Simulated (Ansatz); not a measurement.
The cluster Ti2S2, relaxed as a triplet with UKS PBE-D4/def2-SVP in Ansatz, starting from the PBE-D4/def2-SVP geometry of the neutral singlet. Force threshold 0.02 eV/Å.

The relaxation made no stability test and no search for a lower SCF solution. At PBE-D4/def2-SVP a singlet of charge 0 lies 0.22 eV below the triplet, each at its own geometry. That singlet is doubtful there (restricted singlet, unstable towards broken spin symmetry at other levels and untested here). The structure comes from a short search, and lower isomers may exist.

Start:

```tsv
atom	x (Å)	y (Å)	z (Å)
Ti1	0.982	-0.071	-0.639
Ti2	-0.869	0.747	0.251
S3	-1.021	-0.987	-1.214
S4	0.908	0.311	1.603
```

| step | energy (eV) | largest force component (eV/Å) | SCF passes |
| --- | --- | --- | --- |
| 1 | -67869.6703 | 0.912 | 26 |
| 2 | -67869.8490 | 0.200 | 31 |
| 3 (rejected) | -67869.8201 | 1.176 | 34 |
| 4 | -67869.9097 | 0.119 | 31 |
| 5 | -67869.9262 | 0.182 | 31 |
| 6 | -67869.9286 | 0.016 | 26 |

Force components are those of the run's own axes.

End:

```xyz
4

Ti    0.9465   -0.3233   -0.4993
Ti   -0.9169    0.5011    0.3971
S    -1.0718   -0.8001   -1.4923
S     1.0422    0.6222    1.5944
```

By distances, no bond broke or formed. The bond that changes most is Ti1–S4, from 2.28 to 2.30 Å (atoms count from 1).

No frequencies were taken in this run, so the end may be a saddle point.

It took 12 s on 4 threads of Arm Neoverse V1 on a shared host.
